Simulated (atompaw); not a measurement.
## Reading a pseudo-wave (arsenic (As))

Columns: radius, all-electron u(r) and pseudo u(r) of the 3p shell (level -133.47 eV) of arsenic in the configuration [Ne] 3s2 3p6 3d10 4s2 4p3; PBEsol, scalar-relativistic, PAW (atompaw) scheme, atompaw 4.2.0.5.

```json
{"r (bohr)": "0.060", "all-electron": "-0.5402", "pseudo": "0.0364"}
{"r (bohr)": "0.119", "all-electron": "-0.7230", "pseudo": "0.1386"}
{"r (bohr)": "0.179", "all-electron": "-0.3821", "pseudo": "0.2975"}
{"r (bohr)": "0.238", "all-electron": "0.1426", "pseudo": "0.4890"}
{"r (bohr)": "0.298", "all-electron": "0.6429", "pseudo": "0.6966"}
{"r (bohr)": "0.358", "all-electron": "1.0166", "pseudo": "0.8938"}
{"r (bohr)": "0.417", "all-electron": "1.2453", "pseudo": "1.0570"}
{"r (bohr)": "0.477", "all-electron": "1.3562", "pseudo": "1.1766"}
{"r (bohr)": "0.537", "all-electron": "1.3747", "pseudo": "1.2408"}
{"r (bohr)": "0.596", "all-electron": "1.3312", "pseudo": "1.2494"}
{"r (bohr)": "0.656", "all-electron": "1.2480", "pseudo": "1.2090"}
{"r (bohr)": "0.715", "all-electron": "1.1449", "pseudo": "1.1317"}
{"r (bohr)": "0.775", "all-electron": "1.0309", "pseudo": "1.0293"}
{"r (bohr)": "0.835", "all-electron": "0.9160", "pseudo": "0.9169"}
{"r (bohr)": "0.894", "all-electron": "0.8073", "pseudo": "0.8075"}
{"r (bohr)": "0.954", "all-electron": "0.7040", "pseudo": "0.7040"}
{"r (bohr)": "1.013", "all-electron": "0.6113", "pseudo": "0.6113"}
{"r (bohr)": "1.073", "all-electron": "0.5267", "pseudo": "0.5267"}
{"r (bohr)": "1.133", "all-electron": "0.4517", "pseudo": "0.4517"}
{"r (bohr)": "1.192", "all-electron": "0.3869", "pseudo": "0.3869"}
{"r (bohr)": "1.252", "all-electron": "0.3295", "pseudo": "0.3295"}
{"r (bohr)": "1.312", "all-electron": "0.2798", "pseudo": "0.2798"}
{"r (bohr)": "1.371", "all-electron": "0.2378", "pseudo": "0.2378"}
{"r (bohr)": "1.431", "all-electron": "0.2011", "pseudo": "0.2011"}
{"r (bohr)": "1.490", "all-electron": "0.1702", "pseudo": "0.1702"}
{"r (bohr)": "1.550", "all-electron": "0.1435", "pseudo": "0.1435"}
```

Task: How many radial nodes do the two functions have?

Result: The all-electron 3p function has n − l − 1 = 1; the pseudo-wave has 0, since the states of the same l below it are removed with the core.

Task: At about which radius was the pseudo-wave matched?

Result: 0.95 bohr, where the columns begin to agree (steps of 0.06 bohr).

Task: Is the pseudo-wave norm-conserving?

Result: No, it belongs to a PAW set: the norm inside the radius is not constrained, and the difference is carried by the augmentation charge.
